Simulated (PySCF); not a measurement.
Predicted microwave data (PBE0-D3(BJ)/def2-SVP geometry optimisation, gas phase (PySCF 2.14.0)) for one isomer of C7H4ClFO:

| Item | Value |
| --- | --- |
| Rotational constants | A = 3056, B = 612.1, C = 510.0 MHz |
| Dipole components | \|μa\| = 2.30 D, \|μb\| = 0.83 D, \|μc\| = 0.02 D |
| Inertial defect | -0.03 u·Å² |
| κ | -0.92 |

Question: Which candidate fits, each taken in the one conformer that was computed?
A. `[O:1]=[C:2]([F:3])[c:4]1[cH:5][cH:6][c:7]([Cl:8])[cH:9][cH:10]1` with O1–C2–C4–C5 180°
B. `[O:1]=[C:2]([Cl:3])[c:4]1[cH:5][cH:6][cH:7][cH:8][c:9]1[F:10]` with O1–C2–C4–C5 -12°
C. `[O:1]=[C:2]([Cl:3])[c:4]1[cH:5][cH:6][cH:7][c:8]([F:9])[cH:10]1` with O1–C2–C4–C5 0°
D. `[O:1]=[C:2]([Cl:3])[c:4]1[cH:5][cH:6][c:7]([F:8])[cH:9][cH:10]1` with O1–C2–C4–C5 -179°

Answer: D. It is O=C(Cl)c1ccc(F)cc1, a near-prolate asymmetric top. The candidates at the same level (rigid rotor, commonest isotopes):

```tsv
SMILES	A (MHz)	B (MHz)	C (MHz)	μa (D)	μb (D)	μc (D)	Δ (u·Å²)	point group	rotor
O=C(Cl)c1ccc(F)cc1	3056	612.1	510.0	2.30	0.83	0.02	-0.03	–	near-prolate asymmetric top
O=C(Cl)c1cccc(F)c1	2043	766.7	557.5	2.75	0.77	0.00	0.00	Cs	asymmetric top
O=C(F)c1ccc(Cl)cc1	3835	548.1	479.5	2.30	0.71	0.00	0.00	Cs	near-prolate asymmetric top
O=C(Cl)c1ccccc1F	2121	909.8	643.3	3.93	0.54	0.31	-8.20	C1	asymmetric top
```

`O=C(Cl)c1cccc(F)c1` has A 33 % too low; `O=C(Cl)c1ccccc1F` has B 49 % too high; `O=C(F)c1ccc(Cl)cc1` has A 25 % too high. No structure here is proved a minimum.
